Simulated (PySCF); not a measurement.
C2H3Cl2FSi, SMILES F/C(=C/Cl)[SiH2]Cl. Geometry optimised at PBE0-D3(BJ)/def2-SVP. The structure was generated by enumeration; whether it is a known compound was not checked. The values are those of a single conformer.

Computed equilibrium geometry at PBE0-D3(BJ)/def2-SVP (PySCF confirms it by a frequency run) as bond lengths and angles (one conformer of several):
Atoms: F1 C2 C3 Cl4 Si5 Cl6 H7 H8 H9. Bond lengths (Å): F1–C2 1.342, C2–C3 1.338, C2–Si5 1.888, C3–Cl4 1.717, C3–H7 1.093, Si5–Cl6 2.066, Si5–H8 1.484, Si5–H9 1.486. Bond angles (°): F1–C2–C3 117.7, F1–C2–Si5 115.7, C3–C2–Si5 126.5, C2–C3–Cl4 121.9, C2–C3–H7 122.3, Cl4–C3–H7 115.8, C2–Si5–Cl6 110.0, C2–Si5–H8 110.5, C2–Si5–H9 106.9, Cl6–Si5–H8 108.7, Cl6–Si5–H9 108.9, H8–Si5–H9 111.9.
